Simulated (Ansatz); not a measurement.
Cartesian coordinates (Å):
SMILES: F[C](Cl)Cl
```xyz
4

F     -0.0137     1.3546    -0.1229
C     -0.0006     0.0927     0.2658
Cl     1.4690    -0.7090    -0.0732
Cl    -1.4547    -0.7382    -0.0697
```
Charge 0, spin multiplicity 2.

The numbers are results of frozen-core CCSD(T)/cc-pVTZ // PBE0-D3(BJ)/def2-TZVP (Ansatz, a first-principles code), not measurements.

| Property | Result |
|---|---|
| HF energy | -1056.33401 Ha |
| MP2 correlation energy | -0.75905 Ha |

Q: Estimate the CCSD correlation energy, the (T) correction, the total energy and the T1 diagnostic.

A: 
```json
{
  "CCSD correlation energy": "-0.79200 Ha",
  "(T) correction": "-0.03251 Ha",
  "CCSD(T) total energy": "-1057.15852 Ha",
  "T1 diagnostic": "0.015"
}
```
